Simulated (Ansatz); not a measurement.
Steps of a relaxation of `C#CN[AsH][SiH3]` with RKS PBE0-D4/def2-TZVP.

```sh
$ ansatz run in.yaml --threads 4 --pin off --events-out ev --progress --plain --max-ram 10444MiB
```

```yaml
crystal:
  periodic: [false, false, false]
  atoms:
    - {symbol: C, position_ang: [1.879980, 2.439071, 0.177476]}
    - {symbol: C, position_ang: [1.449318, 1.324261, 0.461274]}
    - {symbol: N, position_ang: [1.012594, 0.085385, 0.740040]}
    - {symbol: As, position_ang: [0.688229, -1.140119, -0.690955]}
    - {symbol: Si, position_ang: [-1.711818, -0.983819, -0.618669]}
    - {symbol: H, position_ang: [2.291230, 3.411008, -0.046707]}
    - {symbol: H, position_ang: [0.435725, -0.005681, 1.583036]}
    - {symbol: H, position_ang: [0.674539, -2.382238, 0.228177]}
    - {symbol: H, position_ang: [-2.196594, -1.023986, 0.808047]}
    - {symbol: H, position_ang: [-2.110407, 0.330420, -1.230418]}
    - {symbol: H, position_ang: [-2.347496, -2.111302, -1.390701]}
basis:
  gaussian: {orbitals: def2-TZVP}
hamiltonian: {xc: pbe0, dispersion: d4}
relax: {f_tol: 0.005, max_steps: 150}
```

Positions (Å) and forces (eV/Å) along the path, 11 of 11 steps:

```xyz
11
step=1 energy=-72365.0015 eV
C     1.880    2.439    0.177   -0.586   -1.590    0.405
C     1.449    1.324    0.461    0.589    1.563   -0.432
N     1.013    0.085    0.740   -0.197    0.059    0.101
As    0.688   -1.140   -0.691   -0.201    0.141    0.591
Si   -1.712   -0.984   -0.619   -0.142    0.054   -0.023
H     2.291    3.411   -0.047   -0.245   -0.561    0.131
H     0.436   -0.006    1.583    0.365    0.117   -0.586
H     0.675   -2.382    0.228    0.028    0.265   -0.182
H    -2.197   -1.024    0.808    0.130    0.004   -0.303
H    -2.110    0.330   -1.230    0.089   -0.292    0.127
H    -2.347   -2.111   -1.391    0.171    0.240    0.170
11
step=2 energy=-72365.0687 eV
C     1.847    2.397    0.171    0.060    0.095   -0.015
C     1.441    1.301    0.461   -0.015    0.033   -0.007
N     1.023    0.067    0.752   -0.139   -0.124    0.017
As    0.677   -1.125   -0.678    0.077    0.093    0.170
Si   -1.696   -0.956   -0.615   -0.077   -0.022    0.029
H     2.240    3.361   -0.060   -0.066   -0.136    0.028
H     0.415   -0.004    1.561    0.131    0.047   -0.151
H     0.683   -2.357    0.227   -0.035    0.011   -0.066
H    -2.159   -1.004    0.803   -0.002    0.012   -0.080
H    -2.097    0.343   -1.221    0.029   -0.074    0.029
H    -2.309   -2.081   -1.380    0.035    0.065    0.045
11
step=3 energy=-72365.0713 eV
C     1.849    2.399    0.172    0.045    0.069   -0.012
C     1.443    1.305    0.461   -0.027   -0.055    0.005
N     1.025    0.071    0.751   -0.046   -0.103   -0.005
As    0.681   -1.116   -0.674   -0.012    0.030    0.037
Si   -1.693   -0.962   -0.607   -0.012    0.039   -0.035
H     2.240    3.360   -0.058   -0.006    0.015   -0.008
H     0.420    0.002    1.558    0.025    0.020    0.000
H     0.663   -2.360    0.208    0.038   -0.009    0.014
H    -2.175   -1.003    0.801    0.009   -0.001    0.007
H    -2.086    0.331   -1.219   -0.022    0.004   -0.003
H    -2.301   -2.084   -1.372    0.008   -0.010    0.000
11
step=4 energy=-72365.0723 eV
C     1.845    2.397    0.170    0.014   -0.005    0.008
C     1.442    1.301    0.461   -0.002    0.005   -0.003
N     1.029    0.066    0.754   -0.015   -0.051   -0.011
As    0.679   -1.118   -0.669    0.007    0.023   -0.007
Si   -1.696   -0.955   -0.612    0.002    0.000    0.006
H     2.231    3.359   -0.062   -0.003    0.021   -0.010
H     0.433   -0.004    1.567    0.002    0.011    0.019
H     0.672   -2.363    0.213   -0.001    0.000    0.003
H    -2.175   -0.996    0.796   -0.007    0.001    0.008
H    -2.095    0.336   -1.224    0.001    0.007   -0.009
H    -2.299   -2.080   -1.375    0.001   -0.011   -0.004
11
step=5 energy=-72365.0725 eV
C     1.852    2.399    0.173    0.013   -0.003    0.005
C     1.449    1.303    0.465   -0.006    0.006   -0.010
N     1.035    0.068    0.756   -0.014   -0.033   -0.008
As    0.672   -1.110   -0.668    0.023    0.007   -0.007
Si   -1.704   -0.957   -0.613   -0.002   -0.002    0.007
H     2.234    3.362   -0.062   -0.003    0.012   -0.005
H     0.454   -0.005    1.579   -0.006    0.000    0.010
H     0.667   -2.357    0.210    0.001   -0.002    0.001
H    -2.189   -0.998    0.793   -0.009    0.013    0.005
H    -2.108    0.327   -1.237   -0.006    0.009    0.003
H    -2.297   -2.089   -1.374    0.010   -0.008   -0.002
11
step=6 energy=-72365.0727 eV
C     1.852    2.398    0.174    0.010   -0.009    0.006
C     1.449    1.301    0.465   -0.003    0.015   -0.006
N     1.035    0.066    0.756    0.006    0.003    0.008
As    0.672   -1.108   -0.670   -0.005    0.001    0.006
Si   -1.705   -0.955   -0.612    0.002   -0.009   -0.006
H     2.232    3.361   -0.062   -0.006    0.000   -0.002
H     0.457   -0.007    1.581   -0.002   -0.004   -0.004
H     0.669   -2.357    0.207   -0.001   -0.004   -0.004
H    -2.195   -0.991    0.793    0.003    0.004    0.001
H    -2.112    0.328   -1.239   -0.001    0.001    0.000
H    -2.289   -2.092   -1.372   -0.002    0.002    0.002
11
step=7 energy=-72365.0728 eV
C     1.857    2.397    0.180    0.002   -0.007    0.002
C     1.450    1.301    0.468   -0.001    0.011   -0.002
N     1.035    0.065    0.756   -0.005   -0.007   -0.003
As    0.672   -1.104   -0.674    0.000   -0.001    0.002
Si   -1.705   -0.955   -0.612    0.005    0.004   -0.001
H     2.232    3.362   -0.057   -0.001    0.001    0.000
H     0.449   -0.008    1.576    0.003    0.002    0.001
H     0.671   -2.357    0.197   -0.001   -0.001   -0.001
H    -2.188   -0.975    0.795    0.001    0.000   -0.001
H    -2.117    0.320   -1.251   -0.002   -0.001    0.000
H    -2.291   -2.101   -1.357   -0.001   -0.001    0.002
11
step=8 energy=-72365.0729 eV
C     1.861    2.396    0.184   -0.001    0.000   -0.001
C     1.451    1.301    0.470   -0.002   -0.003    0.002
N     1.034    0.065    0.756   -0.003   -0.002   -0.005
As    0.671   -1.102   -0.677    0.001    0.002    0.000
Si   -1.705   -0.955   -0.613    0.000    0.002    0.000
H     2.233    3.363   -0.053    0.001    0.001    0.002
H     0.448   -0.008    1.575    0.002    0.001    0.001
H     0.670   -2.357    0.191    0.000    0.002    0.002
H    -2.186   -0.967    0.796    0.002    0.001   -0.001
H    -2.122    0.315   -1.259    0.001   -0.002    0.001
H    -2.290   -2.107   -1.349    0.000   -0.001    0.000
11
step=9 energy=-72365.0729 eV
C     1.862    2.396    0.186   -0.002    0.002   -0.002
C     1.451    1.301    0.470    0.000   -0.006    0.003
N     1.033    0.065    0.755    0.000    0.004   -0.003
As    0.671   -1.101   -0.678    0.001   -0.001    0.000
Si   -1.705   -0.955   -0.613    0.002    0.001    0.001
H     2.234    3.363   -0.051    0.001    0.000    0.002
H     0.447   -0.009    1.574    0.001    0.000   -0.001
H     0.670   -2.357    0.189    0.000    0.001    0.001
H    -2.183   -0.963    0.797   -0.001    0.000   -0.001
H    -2.124    0.313   -1.263   -0.001   -0.002    0.000
H    -2.291   -2.110   -1.344   -0.001    0.001    0.001
11
step=10 energy=-72365.0729 eV
C     1.862    2.396    0.187   -0.002    0.003   -0.002
C     1.451    1.301    0.470    0.001   -0.006    0.002
N     1.033    0.065    0.754    0.002    0.007   -0.001
As    0.671   -1.101   -0.679    0.000   -0.003    0.001
Si   -1.705   -0.955   -0.614   -0.007    0.000    0.000
H     2.234    3.363   -0.048    0.001    0.000    0.001
H     0.448   -0.010    1.574    0.000   -0.001   -0.001
H     0.670   -2.356    0.188    0.000   -0.001   -0.001
H    -2.182   -0.960    0.796    0.001    0.000    0.000
H    -2.126    0.310   -1.266    0.001    0.001   -0.001
H    -2.292   -2.112   -1.341    0.002    0.000    0.000
11
step=11 energy=-72365.0729 eV
C     1.862    2.397    0.187   -0.002   -0.003    0.002
C     1.451    1.301    0.468    0.002    0.005    0.003
N     1.033    0.065    0.752    0.000   -0.002    0.000
As    0.671   -1.102   -0.679    0.000    0.000   -0.003
Si   -1.706   -0.955   -0.614    0.000   -0.001    0.001
H     2.235    3.364   -0.045    0.001    0.000   -0.002
H     0.448   -0.009    1.573    0.000    0.000    0.000
H     0.670   -2.357    0.189    0.000    0.000    0.001
H    -2.182   -0.959    0.797    0.000    0.000    0.000
H    -2.125    0.310   -1.267    0.000    0.001    0.000
H    -2.292   -2.113   -1.340   -0.001   -0.001    0.000
```

It took 49 s on 4 threads of an AMD EPYC 7R43 on a shared host, with 0.71 GiB of host memory at the peak.
